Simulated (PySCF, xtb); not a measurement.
Zn(I)(SiH3) (H3ISiZn), SMILES [SiH3][Zn][I].

Harmonic wavenumbers (cm⁻¹) from xtb 6.7.1 with GFN2-xTB at its own minimum, in rising order: 24, 24, 167, 319, 418, 418, 806, 808, 809, 2251, 2253, 2258.

What does r2SCAN-D4/def2-SVP (PySCF 2.14.0) give at its own minimum? (Estimate from the structure and the level; the computed values follow.)

70, 70, 206, 363, 449, 449, 848, 928, 928, 2203, 2215, 2215. Paired by order, the mean absolute difference is 54 cm⁻¹ and the zero-point energies are 15.1 and 15.6 kcal/mol.
